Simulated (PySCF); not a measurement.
PySCF job for B(GeH3)2(H) (BGe2H7), SMILES [GeH3][BH][GeH3], PBE-D3(BJ)/def2-SVP. Geometry: PBE-D3(BJ)/def2-SVP. This is a generated structure with no PubChem entry under its InChIKey; it may be hypothetical.

```python
import numpy as np
from pyscf import gto, scf, dft, df
from pyscf.hessian import thermo

mol = gto.M(
    atom='''
    B    -0.00000000   -0.00000000    0.92067407
    Ge    1.80392730    0.00355462   -0.07300064
    H     2.94775223    0.75143819    0.66540403
    H     2.23573164   -1.49376552   -0.17007402
    H     1.72061733    0.53435025   -1.52985940
    Ge   -1.80392730   -0.00355462   -0.07300064
    H    -2.23573164    1.49376551   -0.17007402
    H    -1.72061734   -0.53435026   -1.52985940
    H    -2.94775222   -0.75143818    0.66540404
    H    -0.00000000   -0.00000000    2.13772942
    ''',
    basis='def2-SVP',
    charge=0,
    spin=0,
    max_memory=1600,
    verbose=3,
)
mf = dft.RKS(mol, xc='pbe').density_fit(auxbasis='def2-universal-jkfit')
mf.disp = 'd3bj'
mf.grids.level = 3
mf.conv_tol = 1e-11
mf.max_cycle = 100
mf.kernel()

# [left out here: the lines that compute and print the analytic Hessian (its translational invariance restored by hand, since the grid's response is missing), thermochemistry and intensities]
```

Output:

```
converged SCF energy = -4181.77454993155

WARN: DFTD3 does not support analytical Hessian, using finite difference


WARN: Mole.unit (angstrom) is changed to Bohr

Mode                                 0                   1                   2
Irrep
Freq [cm^-1]                       52.4572             59.0169            106.9974
Reduced mass [au]                   1.2465              1.2757              2.7130
Force const [Dyne/A]                0.0020              0.0026              0.0183
Char temp [K]                      75.4742             84.9121            153.9455
Normal mode                   x     y     z       x     y     z       x     y     z
       0   B                -0.00 -0.14 -0.00    0.00  0.00 -0.06    0.00 -0.00 -0.08
       1  Ge                -0.00  0.01 -0.00    0.03 -0.01  0.00    0.06  0.00  0.01
       2   H                -0.17  0.34 -0.07   -0.10  0.28 -0.07    0.05 -0.16  0.19
       3   H                 0.30  0.08  0.25    0.23  0.03  0.35   -0.03 -0.01 -0.16
       4   H                -0.05 -0.21 -0.08    0.07 -0.31 -0.11    0.20  0.20  0.07
       5  Ge                -0.00  0.01  0.00   -0.03  0.01  0.00   -0.06 -0.00  0.01
       6   H                 0.30  0.08 -0.25   -0.23 -0.03  0.35    0.03  0.01 -0.16
       7   H                -0.05 -0.21  0.08   -0.07  0.31 -0.11   -0.20 -0.20  0.07
       8   H                -0.17  0.34  0.07    0.10 -0.28 -0.07   -0.05  0.16  0.19
       9   H                 0.03 -0.27 -0.00   -0.00  0.00 -0.06    0.00 -0.00 -0.08
Mode                                 3                   4                   5
Irrep
Freq [cm^-1]                      327.6009            332.9000            378.8582
Reduced mass [au]                   1.0341              1.2098              1.6833
Force const [Dyne/A]                0.0654              0.0790              0.1424
Char temp [K]                     471.3448            478.9690            545.0926
Normal mode                   x     y     z       x     y     z       x     y     z
       0   B                -0.02  0.01 -0.00    0.00 -0.00 -0.09   -0.00  0.00  0.14
       1  Ge                 0.00 -0.01  0.00   -0.02  0.02  0.00    0.04  0.01 -0.01
       2   H                -0.12  0.18 -0.00    0.10 -0.21  0.03    0.27 -0.08 -0.29
       3   H                 0.33  0.12 -0.27   -0.38 -0.12  0.26   -0.22 -0.07  0.03
       4   H                -0.23  0.20  0.09    0.26 -0.20 -0.08   -0.20 -0.14 -0.05
       5  Ge                 0.00 -0.01 -0.00    0.02 -0.02  0.00   -0.04 -0.01 -0.01
       6   H                 0.33  0.12  0.27    0.38  0.12  0.26    0.22  0.07  0.03
       7   H                -0.23  0.20 -0.09   -0.26  0.20 -0.08    0.20  0.14 -0.05
       8   H                -0.12  0.18  0.00   -0.10  0.21  0.03   -0.27  0.08 -0.29
       9   H                -0.12  0.51 -0.00    0.00 -0.00 -0.10    0.00 -0.00  0.14
Mode                                 6                   7                   8
Irrep
Freq [cm^-1]                      444.2650            603.0125            646.6094
Reduced mass [au]                   1.0779              1.8184              2.1546
Force const [Dyne/A]                0.1253              0.3896              0.5308
Char temp [K]                     639.1984            867.6008            930.3269
Normal mode                   x     y     z       x     y     z       x     y     z
       0   B                 0.03 -0.03  0.00   -0.00  0.00 -0.20   -0.20  0.05  0.00
       1  Ge                 0.00  0.01  0.02   -0.00 -0.00  0.02    0.02 -0.00 -0.01
       2   H                 0.27 -0.01 -0.40    0.13  0.06 -0.27   -0.06  0.07  0.03
       3   H                -0.12 -0.03 -0.10   -0.05  0.00 -0.18   -0.07 -0.02  0.05
       4   H                -0.42 -0.10 -0.01   -0.33 -0.03  0.01   -0.06  0.06  0.02
       5  Ge                 0.00  0.01 -0.02    0.00  0.00  0.02    0.02 -0.00  0.01
       6   H                -0.12 -0.03  0.10    0.05 -0.00 -0.18   -0.07 -0.02 -0.05
       7   H                -0.42 -0.10  0.01    0.33  0.03  0.01   -0.06  0.06 -0.02
       8   H                 0.27 -0.01  0.40   -0.13 -0.06 -0.27   -0.06  0.07 -0.03
       9   H                -0.18 -0.11  0.00   -0.00 -0.00 -0.20   -0.55 -0.26  0.00
Mode                                 9                  10                  11
Irrep
Freq [cm^-1]                      680.2631            761.3447            779.1363
Reduced mass [au]                   1.6065              1.0887              1.0347
Force const [Dyne/A]                0.4380              0.3718              0.3701
Char temp [K]                     978.7472           1095.4055           1121.0036
Normal mode                   x     y     z       x     y     z       x     y     z
       0   B                -0.07 -0.17 -0.00   -0.08  0.02 -0.00   -0.00  0.00  0.01
       1  Ge                 0.01  0.01 -0.01   -0.01  0.00  0.00   -0.01  0.00  0.01
       2   H                 0.07 -0.16  0.06    0.26 -0.14 -0.24    0.28 -0.23 -0.19
       3   H                -0.11 -0.04  0.05    0.35  0.10 -0.19    0.38  0.11 -0.19
       4   H                 0.07 -0.19 -0.08    0.35 -0.12 -0.07    0.29 -0.19 -0.09
       5  Ge                 0.01  0.01  0.01   -0.01  0.00 -0.00    0.01 -0.00  0.01
       6   H                -0.11 -0.04 -0.05    0.35  0.10  0.19   -0.38 -0.11 -0.19
       7   H                 0.07 -0.19  0.08    0.35 -0.12  0.07   -0.29  0.19 -0.09
       8   H                 0.07 -0.16 -0.06    0.26 -0.14  0.24   -0.28  0.23 -0.19
       9   H                -0.18  0.60  0.00   -0.03 -0.10 -0.00   -0.00 -0.00  0.00
Mode                                12                  13                  14
Irrep
Freq [cm^-1]                      830.6333            844.0346            856.6448
Reduced mass [au]                   1.0481              1.0217              1.0199
Force const [Dyne/A]                0.4261              0.4288              0.4410
Char temp [K]                    1195.0964           1214.3778           1232.5211
Normal mode                   x     y     z       x     y     z       x     y     z
       0   B                -0.05  0.00 -0.00    0.00  0.00 -0.03    0.00 -0.00  0.00
       1  Ge                 0.01 -0.00  0.01   -0.00 -0.00 -0.01   -0.00 -0.01  0.00
       2   H                -0.17  0.30 -0.05    0.19 -0.26 -0.02    0.07  0.29 -0.38
       3   H                -0.27 -0.05 -0.42    0.22  0.04  0.44   -0.10 -0.03  0.07
       4   H                 0.13 -0.22 -0.10   -0.19  0.29  0.12    0.34  0.34  0.10
       5  Ge                 0.01 -0.00 -0.01    0.00  0.00 -0.01    0.00  0.01  0.00
       6   H                -0.27 -0.05  0.42   -0.22 -0.04  0.44    0.10  0.03  0.07
       7   H                 0.13 -0.22  0.10    0.19 -0.29  0.12   -0.34 -0.34  0.10
       8   H                -0.17  0.30  0.05   -0.19  0.26 -0.02   -0.07 -0.29 -0.38
       9   H                 0.23 -0.02 -0.00   -0.00 -0.00 -0.03   -0.00  0.00  0.00
Mode                                15                  16                  17
Irrep
Freq [cm^-1]                      869.8011            906.7165           2031.4323
Reduced mass [au]                   1.0386              1.4127              1.0192
Force const [Dyne/A]                0.4629              0.6843              2.4780
Char temp [K]                    1251.4501           1304.5631           2922.7788
Normal mode                   x     y     z       x     y     z       x     y     z
       0   B                 0.01  0.05  0.00    0.17  0.00  0.00   -0.00 -0.00  0.00
       1  Ge                 0.00  0.01 -0.00   -0.01 -0.00 -0.00   -0.00  0.01  0.00
       2   H                -0.06 -0.26  0.34   -0.08  0.08  0.03    0.02  0.03  0.02
       3   H                 0.16  0.06 -0.17   -0.03  0.00 -0.11    0.20 -0.67 -0.04
       4   H                -0.28 -0.37 -0.11    0.19 -0.09 -0.03   -0.01  0.02 -0.02
       5  Ge                 0.00  0.01  0.00   -0.01 -0.00  0.00    0.00 -0.01  0.00
       6   H                 0.16  0.06  0.17   -0.03  0.00  0.11   -0.20  0.67 -0.04
       7   H                -0.28 -0.37  0.11    0.19 -0.09  0.03    0.01 -0.02 -0.02
       8   H                -0.06 -0.26 -0.34   -0.08  0.08 -0.03   -0.02 -0.03  0.02
       9   H                -0.00 -0.15  0.00   -0.73 -0.03 -0.00    0.00  0.00 -0.01
Mode                                18                  19                  20
Irrep
Freq [cm^-1]                     2031.8695           2065.9995           2068.9079
Reduced mass [au]                   1.0183              1.0183              1.0174
Force const [Dyne/A]                2.4769              2.5608              2.5658
Char temp [K]                    2923.4079           2972.5132           2976.6978
Normal mode                   x     y     z       x     y     z       x     y     z
       0   B                -0.00 -0.00 -0.00   -0.00  0.00 -0.00    0.00 -0.00 -0.00
       1  Ge                 0.00 -0.01 -0.00    0.01  0.01 -0.00   -0.01 -0.01  0.00
       2   H                -0.05 -0.06 -0.05   -0.44 -0.29 -0.30    0.45  0.29  0.30
       3   H                -0.19  0.66  0.04    0.04 -0.10 -0.01   -0.02  0.04  0.00
       4   H                 0.01 -0.03  0.05    0.03 -0.10  0.31   -0.03  0.11 -0.32
       5  Ge                 0.00 -0.01  0.00    0.01  0.01  0.00    0.01  0.01  0.00
       6   H                -0.19  0.66 -0.04    0.04 -0.10  0.01    0.02 -0.04  0.00
       7   H                 0.01 -0.03 -0.05    0.03 -0.10 -0.31    0.03 -0.11 -0.32
       8   H                -0.05 -0.06  0.05   -0.44 -0.29  0.30   -0.45 -0.29  0.30
       9   H                 0.01  0.00  0.00    0.01 -0.00  0.00   -0.00  0.00 -0.01
Mode                                21                  22                  23
Irrep
Freq [cm^-1]                     2074.5665           2078.3332           2559.1372
Reduced mass [au]                   1.0236              1.0235              1.0946
Force const [Dyne/A]                2.5955              2.6047              4.2238
Char temp [K]                    2984.8393           2990.2588           3682.0286
Normal mode                   x     y     z       x     y     z       x     y     z
       0   B                 0.00 -0.00 -0.00   -0.00 -0.00 -0.00   -0.00  0.00  0.09
       1  Ge                 0.00 -0.00  0.01   -0.00  0.00 -0.01    0.00 -0.00  0.00
       2   H                -0.25 -0.17 -0.15    0.25  0.17  0.15   -0.01 -0.00 -0.00
       3   H                 0.00  0.01  0.02   -0.00 -0.00 -0.02   -0.00  0.00  0.00
       4   H                -0.03  0.22 -0.57    0.03 -0.21  0.57   -0.00  0.00 -0.00
       5  Ge                 0.00 -0.00 -0.01    0.00 -0.00 -0.01   -0.00  0.00  0.00
       6   H                 0.00  0.01 -0.02    0.00  0.00 -0.02    0.00 -0.00  0.00
       7   H                -0.03  0.22  0.57   -0.03  0.21  0.57    0.00 -0.00 -0.00
       8   H                -0.25 -0.17  0.15   -0.25 -0.17  0.15    0.01  0.00 -0.00
       9   H                -0.01 -0.00  0.00    0.00  0.00 -0.02    0.00 -0.00 -0.95
temperature 298.1500 [K]
pressure 101325.00 [Pa]
Rotational constants [GHz] 19.12545 0.98615 0.95993
Symmetry number 2
Zero-point energy (ZPE) 0.05557 [Eh]   145887.814 [J/mol]
                           tot       elec      trans        rot        vib
Entropy [J/mol/K]       361.605      0.000    172.283    108.359     80.963
Cv [J/mol/K]            104.772      0.000     12.472     12.472     79.828
Cp [J/mol/K]            113.086      0.000     20.786     12.472     79.828
Internal energy [J/mol]                      3718.434   3718.434 158070.136
Internal energy [Eh]   -4181.71151  -4181.77455
Enthalpy [J/mol]                             6197.391   3718.434 158070.136
Enthalpy [Eh]          -4181.71057
Gibbs free energy [J/mol]                  -45168.825 -28588.780 133930.920
Gibbs free energy [Eh] -4181.75163
mode   freq/cm-1   IR/(km/mol)
   1       52.46         0.310
   2       59.02         0.054
   3      107.00         0.217
   4      327.60        21.726
   5      332.90         2.805
   6      378.86         2.847
   7      444.26         7.837
   8      603.01        28.571
   9      646.61        10.854
  10      680.26        15.159
  11      761.34       238.583
  12      779.14        18.652
  13      830.63         2.419
  14      844.03        23.022
  15      856.64         7.682
  16      869.80        52.606
  17      906.72        14.294
  18     2031.43         0.136
  19     2031.87       113.771
  20     2066.00       202.078
  21     2068.91         0.399
  22     2074.57        25.999
  23     2078.33       171.108
  24     2559.14        67.033
max |gradient| / (hartree/bohr): 8.037019162381606e-05
APT charges: [ 0.148   0.6271 -0.2285 -0.1934 -0.2092  0.6271 -0.1934 -0.2092 -0.2285
 -0.1401]
```

The run converged.

Cost: very roughly 100 core-seconds.
